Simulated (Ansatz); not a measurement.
C3H7O (SMILES C[CH-]OC), charge -1, singlet, at a GFN2-xTB geometry (a gas-phase anion, which may not be bound at this level); BCCD/3-21G run with Ansatz (a quantum-chemistry and plane-wave program).

The Ansatz input:
Ansatz 0.2 input:
```yaml
crystal:
  periodic: [false, false, false]
  atoms:
    - {symbol: O, position_ang: [0.27524919, -0.58420743, -0.62303532]}
    - {symbol: C, position_ang: [0.09401883, 0.90333784, -0.29403238]}
    - {symbol: C, position_ang: [1.02460482, -1.20359562, 0.34229042]}
    - {symbol: C, position_ang: [-1.27934567, 1.02284955, 0.39588235]}
    - {symbol: H, position_ang: [-0.06509560, 1.31189351, -1.33559503]}
    - {symbol: H, position_ang: [1.24877528, -2.23160334, 0.01033964]}
    - {symbol: H, position_ang: [1.98223373, -0.68204747, 0.53292018]}
    - {symbol: H, position_ang: [0.50182452, -1.27623020, 1.31766778]}
    - {symbol: H, position_ang: [-2.14125770, 0.55895431, -0.13156786]}
    - {symbol: H, position_ang: [-1.24810032, 0.57100939, 1.39663175]}
    - {symbol: H, position_ang: [-1.51604143, 2.08613261, 0.52904382]}
basis:
  gaussian:
    orbitals: 3-21G.json
total_charge: -1
magnetization: {spin_polarized: false}
correlation: {method: bccd}
```
The basis file holds 3-21G in the JSON format of the Basis Set Exchange.

The log (banner, timings and long lists left out):

```
Functional definition: HF
610 factors; integrals over basis functions are off by at most 1.0e-3 eV
mean field evaluation 1: about -5204.3839 eV, gradient 2.0e1 eV
mean field evaluation 2: about -5204.8754 eV, gradient 2.0e1 eV
mean field evaluation 4: about -5206.1851 eV, gradient 2.2e0 eV
mean field evaluation 8: about -5206.2071 eV, gradient 2.4e-1 eV
mean field evaluation 16: about -5204.3836 eV, gradient 2.0e1 eV
mean field -5206.20738036 eV, -191.3245923343 hartree, gradient 1.3e-6 eV, S^2 0.000000; 0 other end points of the search recorded, 0 dependent functions left out
4 core orbitals not correlated
reference -5206.20738036 eV, -191.3245923343 hartree; 13, 13 occupied and 33, 33 virtual orbitals, 610 factors
second order -10.58898819 eV of doubles, -0.00000000 eV of singles
cycle   1  -11.21602810 eV  change   -6.3e-1 eV  update   8.6e-2
cycle   2  -11.59861355 eV  change   -3.8e-1 eV  update   2.8e-2
cycle   3  -11.69694860 eV  change   -9.8e-2 eV  update   1.4e-2
cycle   4  -11.69669646 eV  change    2.5e-4 eV  update   3.6e-3
cycle   5  -11.69621917 eV  change    4.8e-4 eV  update   1.5e-3
cycle   6  -11.69549515 eV  change    7.2e-4 eV  update   4.7e-4
cycle   7  -11.69517450 eV  change    3.2e-4 eV  update   1.5e-4
cycle   8  -11.69512917 eV  change    4.5e-5 eV  update   6.5e-5
cycle   9  -11.69514092 eV  change   -1.2e-5 eV  update   2.4e-5
Total energy: -5217.90252129 eV, -191.7543808360 hartree
```
